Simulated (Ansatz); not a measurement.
```yaml
crystal:
  periodic: [false, false, false]
  atoms:
    - {symbol: C, position_ang: [0.546772, -2.219916, 0.431629]}
    - {symbol: N, position_ang: [-0.083891, -1.087137, -0.200448]}
    - {symbol: C, position_ang: [-0.638921, -1.455029, -1.479831]}
    - {symbol: C, position_ang: [0.820952, 0.043171, -0.289575]}
    - {symbol: C, position_ang: [0.104570, 1.365933, -0.506685]}
    - {symbol: C, position_ang: [-0.796155, 1.742364, 0.658153]}
    - {symbol: N, position_ang: [-0.009041, 1.975226, 1.861506]}
    - {symbol: H, position_ang: [0.901114, -1.939783, 1.425693]}
    - {symbol: H, position_ang: [1.408135, -2.609995, -0.142842]}
    - {symbol: H, position_ang: [-0.174816, -3.033197, 0.542810]}
    - {symbol: H, position_ang: [0.135415, -1.779003, -2.201203]}
    - {symbol: H, position_ang: [-1.347132, -2.277215, -1.353815]}
    - {symbol: H, position_ang: [-1.180380, -0.617604, -1.922796]}
    - {symbol: H, position_ang: [1.573365, -0.111543, -1.086315]}
    - {symbol: H, position_ang: [1.361094, 0.110740, 0.657594]}
    - {symbol: H, position_ang: [-0.486647, 1.343829, -1.427323]}
    - {symbol: H, position_ang: [0.859795, 2.147294, -0.653817]}
    - {symbol: H, position_ang: [-1.469440, 0.903906, 0.854883]}
    - {symbol: H, position_ang: [-1.420417, 2.601537, 0.369078]}
    - {symbol: H, position_ang: [-0.606035, 2.049423, 2.674433]}
    - {symbol: H, position_ang: [0.501671, 2.847021, 1.788872]}
basis:
  gaussian: {orbitals: cc-pVTZ}
magnetization: {spin_polarized: true, initial_magnetization: 1}
hamiltonian: {xc: {name: B2PLYP}}
output: {forces: true}
```

```sh
$ ansatz run in.yaml --threads 2 --pin off --events-out ev --progress --plain --max-ram 22528MiB --backend cuda --devices 0, --max-vram 18GiB
```

Output, abridged:

```
Error: a molecule whose nuclei and cores have a total charge of 58 cannot have a net charge of 0 together with 1 unpaired electrons
```

(1) What is wrong with this run?

Answers

(1) The number of unpaired electrons doesn't fit the electron count. The program refused the input.
